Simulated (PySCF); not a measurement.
tert-butylarsine (C₄H₁₁As), SMILES CC(C)(C)[AsH2]. The structure is a stationary point at PBE0-D3(BJ)/def2-SVP.

Calculation: PBE0-D3(BJ)/def2-SVP run with PySCF.

Harmonic wavenumbers (cm⁻¹): 155, 231, 247, 251, 284, 293, 294, 380, 382, 543, 735, 749, 845, 953, 955, 957, 994, 1036, 1037, 1196, 1245, 1251, 1381, 1381, 1405, 1447, 1452, 1454, 1472, 1475, 1483, 2199, 2213, 3030, 3035, 3038, 3121, 3123, 3125, 3142, 3144, 3152. Rotational constants (GHz): 4.382, 1.973, 1.970; symmetry number 1.

### Question
Work out the zero-point energy and the ideal-gas rigid-rotor harmonic-oscillator thermochemistry at 298.15 K and 1 atm.

### Answer
ZPE = ½ Σ hcν = ½ × 60283 cm⁻¹ = 86.18 kcal/mol. H − E(el) = 91.61 kcal/mol. Entropy in cal/(mol K): translation 40.59, rotation 27.34, vibration 16.55, total 84.48. G − E(el) = 66.42 kcal/mol. Cp = 30.26 cal/(mol K).
